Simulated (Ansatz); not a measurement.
Two isomers of C3H7ClSi: A = `C=C(Cl)[SiH2]C`, B = `C=C([SiH3])CCl`.

Gas-phase electronic energies from Ansatz, PBE0-D4/def2-TZVP geometries. CBS: MP2 limit from def2 TZ/QZ plus the TZ coupled-cluster correction, frozen cores. DFT in def2-TZVPP. B3LYP here is the variant with VWN-RPA as its local correlation; programs differ in this. Each species was taken in one conformer, which may not be the lowest.

Question: Which is lower in electronic energy at CCSD(T)/CBS, and by how much? (Best estimate.)

Answer: The calculation gave: A, by 47.7 kJ/mol.

Question: Give E(B) − E(A) in kJ/mol with B3LYP-D4, r2SCAN-D4, B3LYP, MP2/def2-TZVPP, HF/def2-TZVPP, PBE-D4, CCSD/def2-TZVPP. (Estimate.)

Answer: Ansatz gave: B3LYP-D4 48.5, r2SCAN-D4 54.7, B3LYP 50.0, MP2/def2-TZVPP 48.8, HF/def2-TZVPP 40.7, PBE-D4 51.8, CCSD/def2-TZVPP 45.5. None reverses the order clearly.

Largest T1 diagnostic: 0.011.

In def2-TZVPP, CCSD(T) changes the Hartree–Fock value by +5.4 kJ/mol (the triples alone add +0.7 kJ/mol) and MP2 by +8.0 kJ/mol.
